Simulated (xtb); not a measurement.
CH7ClOSi2, SMILES [SiH3]CO[SiH2]Cl. All values are semi-empirical tight-binding results from xtb (GFN2-xTB unless named), good for trends rather than for accurate numbers. Coordinates come from a GFN2-xTB optimisation. The structure was generated by enumeration, and PubChem lists no compound with its InChIKey, so it may never have been made. Other conformers were not sampled.

Optimised geometry:

```xyz
12

Si    -2.4313     0.7725    -0.3477
C     -0.9036     0.0009    -1.1968
O     -0.2706    -0.9626    -0.3802
Si     0.7947    -0.8149     0.8144
Cl     2.2800     0.4465     0.2818
H     -3.0373     1.6802    -1.3219
H     -1.9956     1.5077     0.8401
H     -3.3470    -0.3026     0.0289
H     -1.1922    -0.5194    -2.1148
H     -0.1774     0.7714    -1.4773
H      1.2713    -2.1805     0.9081
H      0.2169    -0.2568     2.0339
```

```json
{
  "orbital_gap": "5.46 eV",
  "dipole_moment": "2.19 D",
  "zero_point_energy": "45.9 kcal/mol",
  "G − E(el) at 298.15 K (modified RRHO)": "24.6 kcal/mol",
  "static polarisability (D4 model)": "89.5 bohr³",
  "solvation energy, GFN2-xTB/ALPB(water)": "0.1 kcal/mol",
  "solvation energy, GFN2-xTB/ALPB(thf)": "-4.2 kcal/mol"
}
```

Computed atomic charges and the Wiberg bond orders between heavy atoms:
charges (e) Si1 0.44, C2 -0.02, O3 -0.37, Si4 0.54, Cl5 -0.26, H6 -0.09, H7 -0.08, H8 -0.07, H9 0.03, H10 0.01, H11 -0.06, H12 -0.07. Bond orders Si1–C2 0.86, C2–O3 0.97, O3–Si4 1.21, Si4–Cl5 1.07.
